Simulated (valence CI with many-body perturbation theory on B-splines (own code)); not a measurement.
Values are calculated unless marked as measured or tabulated.
## Tb34+: input, log and results

Method: configuration interaction combined with many-body perturbation theory (CI+MBPT): three valence electrons over a frozen Dirac-Fock core [Ar] 3d10, radial functions for each j: 11 s, 11 p, 10 d, 8 f, 5 g, 2 h, with the one-electron correlation potential Σ1 (screened to all orders), the two-electron term Σ2, the three-electron term Σ3, Breit, model QED; selected single and double excitations, second order for the rest, scaled by the run's own slope (own B-spline code, finite nucleus).

Command, and the settings that its task file holds:

```sh
python run_cv.py task.json out
```

```
atom Tb  Z=65  mass_number=159  rms_radius_fm=5.0600
core [Ar] 3d10
valence 4s2 4p1
avg = 1
basis = M
breit = 1
cap = 32000
capref = 2000
cscale = 1
de = 0.0
dress = 0
eps = 2e-08
extrap = 1
h = 0.27
hh = 1
l2 = 3
lcore = 6
maxit = 60
n2 = 5
natural = 1
nlev = 150
nno = [5, 5, 5, 4, 2, 1]
nroot = 36
nsp = [6, 6, 5, 4, 3, 1]
pt2 = 1
qed = 1
rpa = 1
s1 = 1
s2 = 1
s3 = 1
screen = 1
tol = 2e-05
whole = 1
```

Q: Roughly how long does this run take on one core of Arm Neoverse V2, and how much memory?

A: 95 s on 1 thread of Arm Neoverse V2, with other jobs on the host, peak memory 0.82 GiB.

Log. The first blocks belong to the next ion, which gives the ionisation energy. Fields: 2J, parity (1 odd), roots, reference size, generating configurations, candidates as configurations/state functions, variational space P, stored matrix elements, Davidson steps; e2 is the range of second-order energies in hartree. The first line gives the box (bohr), its intervals, the orbitals and the steps of their self-consistent field. Window is the range of levels sought, series limit the energy at which the first omitted orbital would enter, core excitation an estimate of the first excitation out of the core, left out the lowest levels not solved, and shifts from estimates the range by which levels moved from their first estimate, all in cm⁻¹.

```
rmax 6.6 intervals 60 orbitals 83 references ['4s2 4p', '4s 4p2', '4s2 4d', '4p3', '4s 4p 4d'] scf 3 t 0.9
2J=0 par=0 roots 2 ref 16 generators 4 cand 400/400 P 396/396 nnz 0 it 0
2J=0 par=0 roots 2 ref 16 generators 4 cand 20/20 P 406/406 nnz 0 it 0
   second order: generators 8 cand 10/10 e2 -0.00000 -0.00000
reference levels 1215, estimated 462, window 4442896 1/cm; series limit 8900230, core excitation 9031462
2J=1 par=1 roots 16 ref 79 generators 21 cand 6617/10576 P 4274/6400 nnz 4.9e+06 it 5
2J=1 par=1 roots 16 ref 79 generators 29 cand 6046/9640 P 6778/10478 nnz 1.2e+07 it 9
   second order: generators 38 cand 7149/11164 e2 -0.00001 -0.00000
2J=3 par=1 roots 30 ref 131 generators 26 cand 8477/19624 P 3086/6400 nnz 5.3e+06 it 6
2J=3 par=1 roots 30 ref 131 generators 36 cand 9627/23050 P 8550/19136 nnz 3.8e+07 it 11
   second order: generators 50 cand 8745/20671 e2 -0.00002 -0.00000
2J=1 par=0 roots 14 ref 78 generators 27 cand 9168/14258 P 4351/6400 nnz 4.7e+06 it 4
2J=1 par=0 roots 14 ref 78 generators 32 cand 7744/12317 P 6561/10037 nnz 1.1e+07 it 5
   second order: generators 42 cand 9423/14938 e2 -0.00002 -0.00000
2J=3 par=0 roots 21 ref 129 generators 28 cand 8241/18973 P 3118/6399 nnz 5.2e+06 it 5
2J=3 par=0 roots 21 ref 129 generators 32 cand 9586/23017 P 7532/16608 nnz 3e+07 it 6
   second order: generators 43 cand 8532/19949 e2 -0.00003 -0.00000
2J=5 par=0 roots 23 ref 141 generators 26 cand 9004/23912 P 2797/6400 nnz 5.3e+06 it 4
2J=5 par=0 roots 23 ref 141 generators 33 cand 10771/30439 P 8138/20608 nnz 4.5e+07 it 8
   second order: generators 45 cand 8094/24219 e2 -0.00002 -0.00000
2J=5 par=1 roots 31 ref 140 generators 26 cand 9262/24766 P 2745/6399 nnz 5.4e+06 it 6
2J=5 par=1 roots 31 ref 140 generators 35 cand 10785/30412 P 8805/22746 nnz 5.4e+07 it 8
   second order: generators 51 cand 7320/21999 e2 -0.00002 -0.00000
2J=7 par=1 roots 25 ref 119 generators 19 cand 9142/25388 P 2760/6399 nnz 5.3e+06 it 6
2J=7 par=1 roots 25 ref 119 generators 33 cand 10434/31728 P 8280/22156 nnz 5.3e+07 it 12
   second order: generators 49 cand 7612/25195 e2 -0.00002 -0.00000
2J=9 par=1 roots 15 ref 78 generators 14 cand 7903/21597 P 3056/6399 nnz 5.2e+06 it 4
2J=9 par=1 roots 15 ref 78 generators 28 cand 8943/27843 P 7208/18387 nnz 3.8e+07 it 8
   second order: generators 36 cand 7489/25166 e2 -0.00002 -0.00000
2J=7 par=0 roots 16 ref 115 generators 21 cand 8965/24733 P 2839/6399 nnz 5.2e+06 it 5
...
2J=11 par=0 roots 2 ref 39 generators 11 cand 6395/18535 P 3407/7200 nnz 6.4e+06 it 4
   second order: generators 16 cand 5435/16055 e2 -0.00004 -0.00002
2J=11 par=1 roots 6 ref 42 generators 8 cand 6064/15775 P 3118/6399 nnz 5.9e+06 it 4
2J=11 par=1 roots 6 ref 42 generators 16 cand 7051/20947 P 4642/10772 nnz 1.6e+07 it 4
   second order: generators 26 cand 6795/20434 e2 -0.00003 -0.00001
2J=13 par=1 roots 2 ref 14 generators 7 cand 4165/9882 P 1869/3755 nnz 2.4e+06 it 4
2J=13 par=1 roots 2 ref 14 generators 11 cand 4942/12724 P 2865/6277 nnz 6.3e+06 it 4
   second order: generators 18 cand 5062/13234 e2 -0.00003 -0.00001
left out: unestimated 6428653, estimated 4687431, shifts from estimates -4 to 37
operators 2.6
```

The Davidson iterations converged.

The last digits are not significant, and no measured levels were compared; by estimate large intervals hold to a few tenths of a per cent, small ones and those within an open d or f shell to about a per cent.

* Valence energy: -169.6807 hartree
* Ionisation energy: 1444.4 eV (NIST: 1443 ± 5 eV (theoretical))
* Reference configurations for the orbitals: 4s2 4p, 4s 4p2, 4s2 4d, 4p3, 4s 4p 4d
* Radial orbitals: 83
* Box radius: 6.628 bohr
* Largest variational space: 22746
* Lowest levels: (4s^2 4p1/2) J=1/2 0, (4s^2 4p3/2) J=3/2 393690, (4s 4p1/2^2) J=1/2 601450, (4s 4p1/2 4p3/2) J=3/2 [a] 915440, (4s 4p1/2 4p3/2) J=5/2 968630, (4s 4p1/2 4p3/2) J=3/2 [b] 1047200, (4s 4p1/2 4p3/2) J=1/2 1071100, (4s 4p3/2^2) J=5/2 1330200, (4s^2 4d3/2) J=3/2 1415200, (4s 4p3/2^2) J=1/2 1465300, (4s 4p3/2^2) J=3/2 1506500, (4s^2 4d5/2) J=5/2 1531600, (4p1/2^2 4p3/2) J=3/2 1660300, (4s 4p1/2 4d3/2) J=3/2 [a] 1904600 cm⁻¹

Levels are named by their leading jj configuration (3d3/2^4 stands for four electrons in 3d with j = 3/2), which in mixed levels can hold well under half, so a name can repeat and another be missing. Letters in brackets count levels of one name in rising energy.
